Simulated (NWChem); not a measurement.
System: SiNH₅; SMILES N[SiH3]

Input file for NWChem:

```
start job
memory heap 200 mb stack 900 mb global 1100 mb
geometry units angstroms noautosym nocenter noautoz
  Si    -0.008112     0.558796     0.000000
  N     -0.043011    -1.179490     0.000000
  H     -0.716897     1.025381    -1.221127
  H     -0.716897     1.025381     1.221127
  H      1.339203     1.211669     0.000000
  H      0.268488    -1.670619    -0.830271
  H      0.268488    -1.670619     0.830271
end
basis spherical
  Si library 6-31g*
  N library 6-31g*
  H library 6-31g*
end
dft
  xc xpbe96 cpbe96
  iterations 150
end
cosmo
  do_cosmo_smd true
  solvent dcm
end
task dft energy
```

Excerpt of the output:

```
             Northwest Computational Chemistry Package (NWChem) 7.3.0
             --------------------------------------------------------

                             Geometry "geometry" -> ""
                             -------------------------

 Output coordinates in angstroms (scale by  1.889725989 to convert to a.u.)

  No.       Tag          Charge          X              Y              Z
 ---- ---------------- ---------- -------------- -------------- --------------
    1 Si                  14.0000    -0.00811200     0.55879600     0.00000000
    2 N                    7.0000    -0.04301100    -1.17949000     0.00000000
    3 H                    1.0000    -0.71689700     1.02538100    -1.22112700
    4 H                    1.0000    -0.71689700     1.02538100     1.22112700
    5 H                    1.0000     1.33920300     1.21166900     0.00000000
    6 H                    1.0000     0.26848800    -1.67061900    -0.83027100
    7 H                    1.0000     0.26848800    -1.67061900     0.83027100

 Effective nuclear repulsion energy (a.u.)      64.3900755022

  pbe96 is a nonlocal functional; adding pw91lda local functional.

                                 NWChem DFT Module
                                 -----------------

 Summary of "ao basis" -> "ao basis" (spherical)
 ------------------------------------------------------------------------------
       Tag                 Description            Shells   Functions and Types
 ---------------- ------------------------------  ------  ---------------------
 Si                          6-31g*                  8       18   4s3p1d
 N                           6-31g*                  6       14   3s2p1d
 H                           6-31g*                  2        2   2s

 in cosmo_initialize ...
 calling solv_data for solv:dcm

 solvent parameters
 solvname_short: dcm
 solvname_long:  dichloromethane
 dielec:        8.9300
 dielecinf:     2.0283
 nonaqueous SMD model solvent descriptors
 dielec:        8.9300
 sola:          0.1000
 solb:          0.0500
 solc:          0.0000
 solg:         39.1500
 solh:          0.6670
 soln:          1.4242

          ---------------
          -cosmo- solvent
          ---------------
 Cosmo: York-Karplus, doi: 10.1021/jp992097l
 dielectric constant -eps-     =   8.93
 screen = (eps-1)/(eps    )    =   0.88802
 surface charge correction     = lagrangian

   van der Waals surface
 --------------------------

[...]

                                COSMO-SMD solvation results
                                ---------------------------

             internal energy in gas <Psi(g)|H|Psi(g)> =      -347.001097686395
         internal energy in solvent <Psi(s)|H|Psi(s)> =      -347.000534157245
                               delta internal energy  =         0.000563529150 (    0.35 kcal/mol)
   total free energy in solvent <Psi(s)|H+V/2|Psi(s)> =      -347.006787942676
 polarization energy contribution <Psi(s)|V/2|Psi(s)> =        -0.006253785431 (   -3.92 kcal/mol)
    total free energy in solvent including G(SMD-CDS) =      -347.005866257256
                       G(SMD-CDS) energy contribution =         0.000921685420 (    0.58 kcal/mol)
     1 M fixed-concentration free energy of solvation =        -0.004768570861 (   -2.99 kcal/mol)

                       DFT Final Molecular Orbital Analysis
                       ------------------------------------

 Vector   11  Occ=2.000000D+00  E=-3.041049D-01
              MO Center=  2.0D-01,  6.5D-01, -4.6D-08, r^2= 2.5D+00
   Bfn.  Coefficient  Atom+Function         Bfn.  Coefficient  Atom+Function
  ----- ------------  ---------------      ----- ------------  ---------------
     7      0.396000  1 Si px                38      0.232563  5 H  s
    37      0.225593  5 H  s                  3     -0.166969  1 Si px
    34     -0.154449  3 H  s                 36     -0.154449  4 H  s
    33     -0.148196  3 H  s                 35     -0.148196  4 H  s
    21      0.141411  2 N  px                22      0.127878  2 N  py

 Vector   12  Occ=2.000000D+00  E=-2.985272D-01
              MO Center= -4.7D-01,  8.0D-01,  4.8D-08, r^2= 2.3D+00
   Bfn.  Coefficient  Atom+Function         Bfn.  Coefficient  Atom+Function
  ----- ------------  ---------------      ----- ------------  ---------------
     9      0.397733  1 Si pz                34     -0.265663  3 H  s
    36      0.265663  4 H  s                 33     -0.240559  3 H  s
    35      0.240559  4 H  s                  5     -0.166211  1 Si pz
    23     -0.105494  2 N  pz                13      0.095889  1 Si pz
    27     -0.072351  2 N  pz                39      0.064167  6 H  s

 Vector   13  Occ=2.000000D+00  E=-2.079721D-01
              MO Center=  7.2D-03, -8.0D-01, -1.4D-09, r^2= 1.9D+00
   Bfn.  Coefficient  Atom+Function         Bfn.  Coefficient  Atom+Function
  ----- ------------  ---------------      ----- ------------  ---------------
    21      0.520862  2 N  px                25      0.451450  2 N  px
    38     -0.281518  5 H  s                 24     -0.143718  2 N  s
    37     -0.140592  5 H  s                 34      0.116163  3 H  s
    36      0.116163  4 H  s                 22      0.115364  2 N  py
    26      0.105216  2 N  py                11      0.103415  1 Si px

 Vector   14  Occ=0.000000D+00  E= 2.772233D-03
              MO Center=  1.2D-01,  3.4D-01,  4.0D-09, r^2= 4.5D+00
   Bfn.  Coefficient  Atom+Function         Bfn.  Coefficient  Atom+Function
  ----- ------------  ---------------      ----- ------------  ---------------
    12      1.054254  1 Si py                24      0.978271  2 N  s
     8      0.297172  1 Si py                10     -0.264912  1 Si s
    34     -0.225369  3 H  s                 36     -0.225369  4 H  s
    26      0.199924  2 N  py                11     -0.194509  1 Si px
    40     -0.168823  6 H  s                 42     -0.168823  7 H  s

[...]
```

Level: PBE/6-31G* (spherical d), SMD on the gas-phase geometry. Structure relaxed at the B3LYP/6-31G* (spherical d) level. Solvent: dichloromethane.
